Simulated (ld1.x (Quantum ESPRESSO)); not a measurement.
Sr, TM: configuration errors across variants

| Property | Result |
| --- | --- |
| Element | Sr (Z = 38) |
| Generator | ld1.x (Quantum ESPRESSO) 7.5 |
| Type | norm-conserving Troullier–Martins (Kleinman–Bylander form) |
| Functional | LDA (PZ) |
| Relativity | scalar-relativistic |
| Frozen core | [Kr] |
| Valence charge | 2 |
| Reference configuration | 4d0 5s2 5p0 |
| Partial waves | 5s (bound): rc 3.45 bohr; 5p (bound, empty): rc 4.20 bohr; 4d (bound, empty): rc 3.55 bohr |
| Local potential | all-electron potential smoothed inside 2.75 bohr (lloc = -1) |
| Core correction | a·sin(br)/r model core, default radius (core density twice the valence density) |

All-electron excitation energies from the reference (eV): (1) 4d0 5s1.5 5p0 2.413; (2) 4d0 5s1 5p1 2.391; (3) 4d1 5s1 5p0 2.340; (4) 4d0 5s0 5p1 9.105; (5) 4d0 5s0 5p2 4.927; (6) 4d0.5 5s1.5 5p0 1.149; (7) 4d0 5s1 5p0 spin 5.887; (8) 4d0 5s1.5 5p0 spin 2.379.

Spin tests fill each open shell by Hund’s rule, majority spin first.

The default core radius of the base comes out at 2.68 bohr.

4 further variants failed, have other tests or another functional or relativity, and are left out.

A true bound ghost makes a file unfit for plane-wave use even where its test errors are small: the radial tests pick states by their node count and pass the ghost by.

Errors AE − PS in meV (a dash: test not solved or not reliable):

```csv
change,(1),(2),(3),(4),(5),(6),(7),(8),bound ghosts
base,-3.1,-6.8,-12,+3.6,-17,-4.3,-11,-2.6,s
core correction none,+3.8,+15,+163,+153,+85,+55,+112,+14,s
wave 4d (bound): rc 3.55 bohr becomes 4d (bound): rc 2.78 bohr,-3.1,-6.8,-21,+3.6,-17,-7.3,-11,-2.6,s
local potential all-electron potential smoothed inside 2.38 bohr (lloc = -1),-1.1,-2.6,-8.4,+126,+14,-2.8,-6.3,-0.7,s
wave 5s (bound): rc 3.45 bohr becomes 5s (bound): rc 3.54 bohr,-3.1,-6.8,-12,+3.4,-17,-4.3,-11,-2.6,s
"all radii but the core radius scaled by about 1.14 (s 3.94, p 4.80, d 4.06 bohr); local potential all-electron potential smoothed inside 3.14 bohr (lloc = -1)",+2.9,-3.5,+9.0,-15,-26,+3.2,+5.6,+2.8,none
wave 5p (bound): rc 4.20 bohr becomes 5p (bound): rc 6.32 bohr,-3.1,+0.1,-12,+55,+16,-4.3,-11,-2.6,s
```

Question: Give the same row for: local potential all-electron potential smoothed inside 3.60 bohr (lloc = -1).

Answer: +0.4, -5.0, -7.4, -16, -24, -2.1, -2.2, +0.6; bound ghosts: none.
